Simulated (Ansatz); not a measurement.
Calculated with Ansatz (gas phase, PBE0-D4/def2-TZVP geometries, no zero-point term in ΔE). CCSD(T)/CBS is the MP2 limit (def2-TZVPP, def2-QZVPP) plus CCSD(T) − MP2 in def2-TZVPP, frozen cores. This one scheme is used for every species. DFT in def2-TZVPP. One conformer a species, not always the lowest.

Consider the ligand exchange at the Si–S bond: `N[SiH2]S` + `O[SiH3]` → `N[SiH2]O[SiH3]` + H₂S.

(1) Is it downhill or uphill in electronic energy at CCSD(T)/CBS, and by how much? (Estimate.)

(2) What do these levels give: ωB97X-V, B2PLYP, r2SCAN0, MP2/def2-TZVPP, CCSD(T)/def2-TZVPP, CCSD/CBS(def2)? (Best estimate.)

Largest T1 diagnostic among the species: 0.011.

Answers

(1) Ansatz gave: Downhill: ΔE = -15.1 kcal/mol.

(2) Ansatz gave: ωB97X-V -15.0, B2PLYP -15.8, r2SCAN0 -14.4, MP2/def2-TZVPP -15.3, CCSD(T)/def2-TZVPP -16.0, CCSD/CBS(def2) -15.8 kcal/mol.

At CCSD(T), def2-SVP lies −1.4 kcal/mol from the extrapolated value and def2-TZVPP −0.8 kcal/mol. From PBE to PBE0 (25 % exact exchange), in def2-TZVPP and without D4, ΔE moves by −1.2 kcal/mol. Leaving LDA and LC-ωPBE aside and taking each functional with its dispersion term where it has one, the values, not all of them listed here, spread over 6.1 kcal/mol, from BHLYP-D4 to revPBE-D4. LDA lies −1.2 kcal/mol from PBE without D4.
